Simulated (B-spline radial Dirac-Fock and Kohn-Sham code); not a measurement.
# Te⁹⁺: scattering cross sections and density moments

System: tellurium as Te⁹⁺, [Kr] 4d7.

Input of the calculation (task.json; shells as n, l, electrons):

```json
{"items": [{
  "Z": 52,
  "q": 9,
  "cfg": [[1, 0, 2], [2, 0, 2], [2, 1, 6], [3, 0, 2], [3, 1, 6], [3, 2, 10], [4, 0, 2], [4, 1, 6], [4, 2, 7]],
  "A": 130,
  "rrms": 4.7423,
  "do": ["scatter"],
  "s": [0.0, 0.05, 0.1, 0.15, 0.2, 0.25, 0.3, 0.35, 0.4, 0.45, 0.5, 0.6, 0.7, 0.8, 0.9, 1.0, 1.1, 1.2, 1.4, 1.6, 1.8, 2.0, 2.5, 3.0, 3.5, 4.0, 5.0, 6.0],
  "pz": [0, 0.1, 0.2, 0.3, 0.4, 0.5, 0.6, 0.8, 1.0, 1.2, 1.4, 1.6, 1.8, 2.0, 2.5, 3.0, 4.0, 5.0, 7.0, 10.0, 15.0, 20.0, 30.0, 40.0, 60.0, 100.0],
  "hv_scatter": [1000, 10000, 17479.3, 20000, 30000, 50000, 500000, 1000000]
}]}
```

Run with: `python xray_run.py task.json out`

Level of theory: Dirac-Fock orbitals of the configuration average with a finite nucleus; an atomic code on a B-spline grid.

| Property | Result |
| --- | --- |
| Sum of ⟨r⟩ | 18.87 bohr |
| Sum of ⟨r²⟩ | 13.90 bohr² |
| Sum of ⟨1/r⟩ | 311.65 per bohr |
| Langevin diamagnetic susceptibility | -11.0 × 10⁻⁶ cm³/mol |
| Lamb shielding (α²/3)Σ⟨1/r⟩ | 5532 ppm |

Coherent scattering is the Thomson cross section weighted by f₀², without anomalous dispersion; incoherent scattering is Klein-Nishina weighted by S. The Lamb formula is the non-relativistic shielding expression. Electron correlation is left out. A dash stands where the photon energy is too low for the impulse approximation behind that column.

```csv
hν (keV),coherent (b),incoherent (b),incoherent per electron (b)
1,1211,–,–
10,534.9,7.616,0.177
17.4793,302.0,11.81,0.275
20,256.1,12.78,0.297
30,146.1,15.44,0.359
50,68.00,17.82,0.414
500,1.062,12.22,0.284
1000,0.2722,9.023,0.210
```

Incoherent scattering overtakes coherent scattering between 50 and 500 keV.
